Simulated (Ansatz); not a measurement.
Two isomers of CH6BrNOSi: A = `N[SiH](Br)CO`, B = `OCN[SiH2]Br`.

Calculated with Ansatz (gas phase, PBE0-D4/def2-TZVP geometries, no zero-point term in ΔE). CCSD(T)/CBS adds triple-zeta CCSD(T) − MP2 to the extrapolated MP2 energy (def2 sets, frozen cores). DFT in def2-TZVPP. B3LYP here is the variant with VWN-RPA as its local correlation; programs differ in this. For Br outer-core shells are correlated without core-valence functions, which leaves a few kJ/mol of doubt a bond. Scalar relativity is left out up to krypton. One conformer a species, not always the lowest.

Problem. Which isomer does CCSD(T)/CBS put lower? Give the gap. (Estimate.)

Solution. Computed: A, by 43.3 kJ/mol.

Problem. Give E(B) − E(A) in kJ/mol with r2SCAN-D4, B3LYP, HF/def2-TZVPP, CCSD(T)/def2-TZVPP, B2PLYP, PBE0-D4, MP2/def2-TZVPP. (Best estimate.)

Solution. The calculation gave: r2SCAN-D4 45.2, B3LYP 38.1, HF/def2-TZVPP 27.8, CCSD(T)/def2-TZVPP 39.7, B2PLYP 39.5, PBE0-D4 42.8, MP2/def2-TZVPP 42.4. None reverses the order clearly.

Largest T1 diagnostic: 0.009.

The D4 term adds +3.5 kJ/mol with B3LYP and +1.7 kJ/mol with PBE0; it sums over pairs of atoms, weighted by their polarisabilities, and B3LYP, whose exchange is more repulsive, gets the larger term. In def2-TZVPP, CCSD(T) changes the Hartree–Fock value by +11.9 kJ/mol (the triples alone add +1.3 kJ/mol) and MP2 by +14.6 kJ/mol.
